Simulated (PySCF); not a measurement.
Related systems: organic semiconductor

All values: TDA CAM-B3LYP/def2-SVP, gas phase, PySCF SCF with an in-house response code, fitting set def2-universal-JFIT up to Ne and JKFIT beyond, grid level 1 (kernel 0), vertical, one conformer each, geometries GFN2-xTB; core orbitals frozen in the response, virtual orbitals above 1.5 Eh left out for most members. The lowest 6 to 8 singlets were sought, and the brightest is taken among them. The runs took 1 to 4 CPU minutes each on shared server CPUs.

```tsv
system	formula	HOMO-LUMO gap / eV	S1 / eV	T1 (TDA) / eV	brightest singlet sought / eV	LUMO / eV
c1cc2sc3c(sc4c5sccc5sc43)c2s1	C12H4S5	6.08	4.03	2.58	4.03	-0.54
Cc1cc2sc3c(sc4c5sccc5sc43)c2s1	C13H6S5	6.02	3.98	2.55	3.98	-0.46
CSc1csc2c1sc1c2sc2c3sccc3sc21	C13H6S6	6.05	4.01	2.57	4.01	-0.62
FC(F)(F)c1csc2c1sc1c2sc2c3sccc3sc21	C13H3F3S5	6.08	4.03	2.59	4.03	-0.82
```
